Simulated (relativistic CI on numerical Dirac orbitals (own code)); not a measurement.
Method of calculation: Dirac-Coulomb-Breit CI, separate exchange-only KLI orbitals for each configuration, model QED (radiative potential, 1s self-energy scaled to tabulated hydrogen-like ionisation energies), unscaled Slater integrals (own radial code, finite nucleus).

Configurations in the expansion (outside the closed core 1s2): 2s2.2p6, 2s2.2p5.3s, 2s2.2p5.3p, 2s2.2p5.3d, 2s.2p6.3s, 2s.2p6.3p, 2s.2p6.3d, 2s2.2p5.4s, 2s2.2p5.4p, 2s2.2p5.4d, 2s2.2p5.4f, 2s2.2p4.3s2, 2s.2p6.4s, 2s.2p6.4p, 2s2.2p4.3s.3p, 2s2.2p5.5s, 2s.2p6.4d, 2s.2p6.4f, 2s2.2p5.5p, 2s2.2p5.5d, 2s2.2p4.3s.3d, 2s2.2p5.5f, 2s2.2p5.5g, 2s2.2p4.3p2, 2s2.2p4.3p.3d, 2s.2p5.3s2, 2s2.2p4.3d2, 2s.2p5.3s.3p, 2s.2p5.3s.3d, 2s.2p5.3p2, 2s.2p6.5s, 2s.2p6.5p, 2s.2p5.3p.3d, 2s.2p6.5d, 2s.2p6.5f, 2s.2p6.5g. Levels of other configurations are missing.

At this charge energies of transitions that change n are usually good to better than 1 %, and those within a shell (Δn = 0) to a few per cent.

Outline of the computed level scheme of Dy LVII. Lowest level of each configuration: 2s2.2p6 1S_0 at 0.00 eV; 2s2.2p5.3s 3P°_2 at 6517.04 eV; 2s2.2p5.3p 3P_1 at 6641.70 eV; 2s2.2p5.3d 3P°_0 at 7001.38 eV; 2s.2p6.3s 3S_1 at 7754.16 eV; 2s.2p6.3p 3P°_0 at 7875.83 eV; 2s.2p6.3d 3D_1 at 8241.72 eV; 2s2.2p5.4s 3P°_2 at 9044.65 eV; 2s2.2p5.4p 3P_1 at 9096.29 eV.

Some strong electric-dipole decays among the lowest 45 levels: 2s2.2p5.3d 1P°_1 → 2s2.2p6 1S_0 (1.7e+15 s⁻¹); 2s2.2p5.3d 3D°_1 → 2s2.2p6 1S_0 (1.3e+15 s⁻¹); 2s.2p6.3p 1P°_1 → 2s2.2p6 1S_0 (2.8e+14 s⁻¹); 2s2.2p5.3s 1P°_1 → 2s2.2p6 1S_0 (9.0e+13 s⁻¹); 2s2.2p5.4p 3P_1 → 2s2.2p5.3s 3P°_2 (3.2e+13 s⁻¹); 2s2.2p5.4s 1P°_1 → 2s2.2p6 1S_0 (3.1e+13 s⁻¹); 2s2.2p5.3d 3P°_1 → 2s2.2p6 1S_0 (2.7e+13 s⁻¹); 2s2.2p5.4p 3D_3 → 2s2.2p5.3s 3P°_2 (2.6e+13 s⁻¹).

LS names give the leading component of a level, which can be under half, so a name can repeat, a term be missing and a line seem to break the LS rules.
